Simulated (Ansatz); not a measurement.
```yaml
crystal:
  periodic: [false, false, false]
  atoms:
    - {symbol: F, position_ang: [-0.743787, -0.500159, 1.570179]}
    - {symbol: Ga, position_ang: [0.075745, -0.087809, 0.098315]}
    - {symbol: F, position_ang: [1.716675, -0.640667, -0.000425]}
    - {symbol: I, position_ang: [-0.993035, 1.168334, -1.688369]}
basis:
  gaussian: {orbitals: x2c-TZVPPall}
total_charge: 4
hamiltonian: {xc: {name: wB97X-V}}
```

```sh
$ ansatz run in.yaml --threads 4 --pin off --events-out ev --progress --plain --max-ram 10444MiB
```

It prints (some lines left out):

```
Functional definition: wB97X-V
1268 factors; their error is unknown
207 factors; integrals over basis functions are off by at most 5.9e-6 eV
mean field evaluation 1: about -251784.8420 eV, gradient 2.1e2 eV
mean field evaluation 2: about -250887.0342 eV, gradient 4.3e2 eV
mean field evaluation 4: about -251781.2748 eV, gradient 1.6e2 eV
mean field evaluation 8: about -251857.4328 eV, gradient 4.7e1 eV
mean field evaluation 16: about -251868.1513 eV, gradient 2.4e-1 eV
mean field evaluation 32: about -251868.1363 eV, gradient 2.4e0 eV
mean field evaluation 64: about -251867.8356 eV, gradient 2.0e-1 eV
mean field evaluation 96: about -251867.8939 eV, gradient 1.5e0 eV
mean field -251868.15768407 eV, -9255.9840725205 hartree, gradient 7.3e-6 eV, S^2 0.000000; 8 other end points of the search recorded, 0 dependent functions left out
reference -251868.15768271 eV, -9255.9840724708 hartree; 49, 49 occupied and 121, 121 virtual orbitals, 1268 factors
Total energy: -251868.15768271 eV, -9255.9840724708 hartree
Relativity: scalar
```

In this input the charge is far from anything that the molecule holds. The run converged. The result belongs to that input, not to the molecule as meant.
